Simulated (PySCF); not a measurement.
ORD: `C[C@@]1(S)C[C@@H]2[C@@H](F)[C@@H]21`, C$_{6}$H$_{9}$FS

Molfile (atoms numbered from 1):
```
C6H9FS
     RDKit          3D

 17 18  0  0  0  0  0  0  0  0999 V2000
    1.7268   -0.5629    0.7311 C   0  0  0  0  0  0  0  0  0  0  0  0
    0.5952   -0.1230   -0.1755 C   0  0  1  0  0  0  0  0  0  0  0  0
    1.2777    0.5204   -1.7651 S   0  0  0  0  0  0  0  0  0  0  0  0
   -0.5075   -1.1858   -0.3951 C   0  0  0  0  0  0  0  0  0  0  0  0
   -1.4952   -0.2784    0.3254 C   0  0  2  0  0  0  0  0  0  0  0  0
   -1.5857    1.0121   -0.4206 C   0  0  1  0  0  0  0  0  0  0  0  0
   -2.5225    1.9002    0.0088 F   0  0  0  0  0  0  0  0  0  0  0  0
   -0.4265    0.7837    0.4990 C   0  0  2  0  0  0  0  0  0  0  0  0
    1.3252   -0.9797    1.6528 H   0  0  0  0  0  0  0  0  0  0  0  0
    2.3314   -1.3189    0.2350 H   0  0  0  0  0  0  0  0  0  0  0  0
    2.3648    0.2827    0.9834 H   0  0  0  0  0  0  0  0  0  0  0  0
    1.9051    1.5602   -1.2233 H   0  0  0  0  0  0  0  0  0  0  0  0
   -0.3017   -2.1192    0.1230 H   0  0  0  0  0  0  0  0  0  0  0  0
   -0.7490   -1.3968   -1.4364 H   0  0  0  0  0  0  0  0  0  0  0  0
   -2.2576   -0.5971    1.0148 H   0  0  0  0  0  0  0  0  0  0  0  0
   -1.4658    1.0750   -1.4963 H   0  0  0  0  0  0  0  0  0  0  0  0
   -0.2217    1.4394    1.3291 H   0  0  0  0  0  0  0  0  0  0  0  0
  1  2  1  0
  2  3  1  6
  2  4  1  0
  4  5  1  0
  5  6  1  0
  6  7  1  0
  6  8  1  0
  8  2  1  0
  8  5  1  0
  1  9  1  0
  1 10  1  0
  1 11  1  0
  3 12  1  0
  4 13  1  0
  4 14  1  0
  5 15  1  1
  6 16  1  6
  8 17  1  1
M  END
```

Method used: TDDFT CAM-B3LYP/def2-SVPD circular dichroism and optical rotation, one conformer, gas phase (PySCF). Geometry: GFN2-xTB.

The molecule is flexible and this is one conformer; a measurement averages over conformers.

Stereocentres: C2 R, C5 S, C6 R, C8 R.

**Question.** Give the optical rotatory dispersion at 633, 589.3, 546, 436, 405, 365, 355 nm.

**Answer.** [α] in deg dm⁻¹ (g/mL)⁻¹:
```csv
λ (nm),origin-invariant length gauge,modified velocity gauge,length gauge (centre of mass),isotropic polarisability (au)
633,+160.8,+158.3,+160.7,87.7
589.3,+188.7,+185.8,+188.6,88.0
546,+224.6,+221.2,+224.4,88.3
436,+385.2,+379.6,+385.0,89.9
405,+465.3,+458.6,+465.0,90.6
365,+616.5,+607.9,+616.1,91.9
355,+667.2,+657.9,+666.8,92.3
```

**Question.** And for the mirror image at 589.3 nm?

**Answer.** -188.7 deg dm⁻¹ (g/mL)⁻¹ (origin-invariant length gauge): the same size and the opposite sign.

**Question.** What is the molar rotation [Φ] = [α]·M/100 of the geometry above at 589.3 nm?

**Answer.** With M = 132.20 g/mol, +249.4 deg cm² dmol⁻¹ (origin-invariant length gauge).

The first excitation lies at 5.52 eV (225 nm) with R = +4.9 × 10⁻⁴⁰ esu² cm² (velocity form).
